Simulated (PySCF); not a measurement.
In(Cl) cation (ClIn), SMILES [Cl][In] (connectivity only; charge and spin as stated), charge +1, multiplicity 2.

Geometry optimised at B3LYP-D3(BJ)/def2-TZVP. The multiplicity is an assumed one; other spin states were not compared. The def2 effective core potentials stand for the cores of In; spin–orbit coupling is left out.

Computed with C-PCM-PBE0/def2-TZVPD (PySCF 2.14.0).

The values are the electrostatic part of the solvation free energy, E(continuum) − E(gas) at the gas-phase geometry, in a cavity of scaled van der Waals radii (PySCF's table); cavitation and dispersion terms are not included. A continuum can't describe solvent molecules that bind to the metal.

Task: Estimate the values in water (ε = 78.36), acetonitrile (ε = 35.69), cyclohexanone (ε = 15.62). (Estimate from the structure and the level; the computed values follow.)

Result: 
```
solvent            ε  ΔG(elec) (kcal/mol)
-------------  -----  -------------------
water          78.36                -74.4
acetonitrile   35.69                -73.2
cyclohexanone  15.62                -70.3
```
